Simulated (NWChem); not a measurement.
System: NiH₄O₂F₂, triplet; SMILES [OH2]->[Ni](<-[OH2])([F])[F]

Here is an NWChem input.

```
start job
memory heap 200 mb stack 900 mb global 1100 mb
geometry units angstroms noautoz
  Ni     0.158773     0.010653     0.250590
  F     -0.447666    -1.350858     1.338245
  F      0.893046     1.672194    -0.021427
  O     -1.312877     1.018252    -0.799751
  H     -0.631809     1.741098    -0.731704
  H     -2.078831     1.309450    -0.290213
  O      0.410332    -1.675255    -0.895728
  H     -0.221483    -1.769663    -1.618787
  H     -0.003694    -2.094323    -0.092803
end
basis spherical
  Ni library aug-pcseg-1
  F library aug-pcseg-1
  O library aug-pcseg-1
  H library aug-pcseg-1
end
dft
  odft
  mult 3
  xc hfexch
  iterations 150
  semidirect filesize 400000000
  mulliken
end
task dft energy
```

All runs use the structure optimised with PBE0/def2-SVP, spin-unrestricted. No frequency run checked for a minimum. The spin multiplicity was typed, not searched, and may not be the lowest. No stability test was run on the SCF state.

### Question
Predict the main results of this run. (UHF/aug-pcseg-1.) Quantities: basis functions; energy (Ha); highest occupied level (eV); lowest empty minus highest occupied level, either spin (eV); dipole (D); <S²>.

### Answer
The number of basis functions is 175 and the energy (Ha) comes out as -1857.64. The highest occupied level (eV) comes out as -14.26, the lowest empty minus highest occupied level, either spin (eV) is 14.73 and the dipole (D) is 3.43. The <S²> comes out as 2.00.
